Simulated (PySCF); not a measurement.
## How methods differ on the electron affinity of I

I- [Xe] (1S) → I [Kr] 4d10 5s2 5p5 (2P), as a difference of total energies. Computed with PySCF 2.14 in aug-cc-pwCVTZ-DK3 (10s9p7d4f1g, 109 functions), with scalar relativity by spin-free X2C-1e. Correlated levels: valence: [Kr] 4d10 frozen; valence and next inner shell: [Ar] 3d10 frozen. The calculations carry no spin-orbit coupling.

```csv
method,electron affinity (eV),plus first-order spin-orbit estimate,error of that sum (eV)
UHF,2.293,1.994,-1.065
LDA,3.512,3.213,+0.154
PBE,3.248,2.948,-0.111
PBE0,3.237,2.938,-0.121
r2SCAN,3.263,2.963,-0.096
CAM-B3LYP,3.277,2.978,-0.081
M06-2X,3.058,2.759,-0.300
wB97M-V,3.176,2.877,-0.182
MP2 (valence),3.196,2.897,-0.162
SCS-MP2 (valence),3.130,2.831,-0.228
MP2 (valence and next inner shell),3.287,2.988,-0.071
SCS-MP2 (valence and next inner shell),3.190,2.891,-0.168
```

Reference: 3.059 eV (measured; photodetachment measurements, as compiled on the Wikipedia data page of electron affinities).

A first-order spin-orbit estimate (lowest level to lowest level, LS coupling) adds -0.299 eV.

Errors of the correlated levels include the incompleteness of this basis and the frozen core.
